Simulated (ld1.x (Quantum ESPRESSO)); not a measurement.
# What one change does to a pseudopotential (chromium, TM)

ld1.x (Quantum ESPRESSO) 7.5 input, shortened:

```
&input
   title='Cr', zed=24., rel=1, dft='PZ', iswitch=3,
   config='[Ar] 3d5 4s0 4p1'
 /
 &inputp
   pseudotype=2, tm=.true., lloc=-1, rcloc=2.40,
   nlcc=.false.
 /
3
4S  1  0   0.00   0.00  2.75  2.75  0.0
4P  2  1   1.00   0.00  2.70  2.70  0.0
3D  3  2   5.00   0.00  1.65  1.65  0.0
 &test
   configts(1)='3d5 4s0 4p1'
 /
```

Change: local potential all-electron potential smoothed inside 2.72 bohr (lloc = -1).

Cutoffs: the cutoffs (Ry, on a coarse ladder) from which the occupation-weighted sum of valence levels, in a spherical-Bessel basis at the reference potential, stays within 10 and 1 mRy of its value at 400 Ry; they do not see the model core or the augmentation charge, which bear on the density cutoff. Errors are all-electron minus pseudo energies relative to the spin-unpolarised reference configuration.

Problem. How do hardness, ghosts and transferability respond?

Solution. The potential gets neither clearly harder nor softer (90 Ry and 100 Ry → 90 Ry and 100 Ry); the number of tests that count goes from 9 to 8; of the 8 tests that both files solve, the error grows in 4 and shrinks in 0 by more than 15 % and 0.3 meV (median size 64.4 → 85.1 meV); neither file shows a bound ghost at the reference potential, the only one tested. The local part now departs from the all-electron potential out to 2.72 bohr, far beyond the d radius of 1.65 bohr, and whatever the projectors do not describe feels it: the likely cause.

```csv
quantity,base,changed
"cutoff, loose",90 Ry,90 Ry
"cutoff, tight",100 Ry,100 Ry
bound ghosts,none,none
"tests counted (converged, no solver errors)",9 of 9,8 of 9
"error for 3d5 4s1 4p0, meV [ΔE -3.20 eV]",+3.0,+2.9
"error for 3d5 4s0 4p0, meV [ΔE 3.94 eV]",-3.4,-3.5
"error for 3d4 4s0 4p0, meV [ΔE 20.28 eV]",-34,-58
"error for 3d3 4s0 4p0, meV [ΔE 51.31 eV]",-408,-506
"error for 3d5.5 4s0.5 4p0, meV [ΔE -2.49 eV]",-6.1,-9.0
"error for 3d2 4s0 4p0, meV [ΔE 99.93 eV]",-1129,-1295
"error for 3d4 4s2 4p0, meV [ΔE -3.26 eV]",-95,-112
"error for 3d5 4s0 4p1 (spin-polarised), meV [ΔE -4.72 eV]",+5930,+5928
s: phases at 3.01 bohr within 0.05 rad from the reference energy up to (Ry; the scan ends near 5),0.8,1.1
p: phases at 3.01 bohr within 0.05 rad from the reference energy up to (Ry; the scan ends near 5),1.4,1.5
d: phases at 3.01 bohr within 0.05 rad from the reference energy up to (Ry; the scan ends near 5),0.7,0.6
```

Base: These tests converged, but a pseudo level misses the all-electron one widely, so the file describes the atom poorly there or has found another state: 3d2 4s0 4p0: empty 4s by 5.1 eV (a node warning on the way). Changed file: Tests not counted: 3d5 4s1 4p0 (spin-polarised) (solver errors, printed error +5.9 eV).
